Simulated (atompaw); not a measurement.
Reading a pseudo-wave (Si)

Columns: radius, all-electron u(r) and pseudo u(r) of the 3s shell (level -19.05 eV) of silicon in the configuration [Ne] 3s2 3p1; LDA (PW92), non-relativistic, PAW (atompaw) scheme, atompaw 4.2.0.5.

```json
{"r (bohr)": "0.083", "all-electron": "0.1670", "pseudo": "0.0565"}
{"r (bohr)": "0.165", "all-electron": "-0.0428", "pseudo": "0.1122"}
{"r (bohr)": "0.248", "all-electron": "-0.2431", "pseudo": "0.1681"}
{"r (bohr)": "0.331", "all-electron": "-0.3465", "pseudo": "0.2234"}
{"r (bohr)": "0.413", "all-electron": "-0.3580", "pseudo": "0.2771"}
{"r (bohr)": "0.496", "all-electron": "-0.3035", "pseudo": "0.3303"}
{"r (bohr)": "0.579", "all-electron": "-0.2078", "pseudo": "0.3821"}
{"r (bohr)": "0.662", "all-electron": "-0.0905", "pseudo": "0.4321"}
{"r (bohr)": "0.744", "all-electron": "0.0327", "pseudo": "0.4794"}
{"r (bohr)": "0.827", "all-electron": "0.1557", "pseudo": "0.5248"}
{"r (bohr)": "0.910", "all-electron": "0.2709", "pseudo": "0.5674"}
{"r (bohr)": "0.992", "all-electron": "0.3738", "pseudo": "0.6062"}
{"r (bohr)": "1.075", "all-electron": "0.4651", "pseudo": "0.6419"}
{"r (bohr)": "1.158", "all-electron": "0.5430", "pseudo": "0.6737"}
{"r (bohr)": "1.240", "all-electron": "0.6068", "pseudo": "0.7009"}
{"r (bohr)": "1.323", "all-electron": "0.6587", "pseudo": "0.7239"}
{"r (bohr)": "1.406", "all-electron": "0.6989", "pseudo": "0.7422"}
{"r (bohr)": "1.488", "all-electron": "0.7279", "pseudo": "0.7555"}
{"r (bohr)": "1.571", "all-electron": "0.7476", "pseudo": "0.7641"}
{"r (bohr)": "1.654", "all-electron": "0.7588", "pseudo": "0.7679"}
{"r (bohr)": "1.737", "all-electron": "0.7624", "pseudo": "0.7669"}
{"r (bohr)": "1.819", "all-electron": "0.7596", "pseudo": "0.7615"}
{"r (bohr)": "1.902", "all-electron": "0.7513", "pseudo": "0.7519"}
{"r (bohr)": "1.985", "all-electron": "0.7383", "pseudo": "0.7385"}
{"r (bohr)": "2.067", "all-electron": "0.7218", "pseudo": "0.7218"}
{"r (bohr)": "2.150", "all-electron": "0.7020", "pseudo": "0.7020"}
```

Problem. How many radial nodes do the two functions have?

Solution. The all-electron 3s function has n − l − 1 = 2; the pseudo-wave has 0, since the states of the same l below it are removed with the core.

Problem. Is the pseudo-wave norm-conserving?

Solution. No, it belongs to a PAW set: the norm inside the radius is not constrained, and the difference is carried by the augmentation charge.
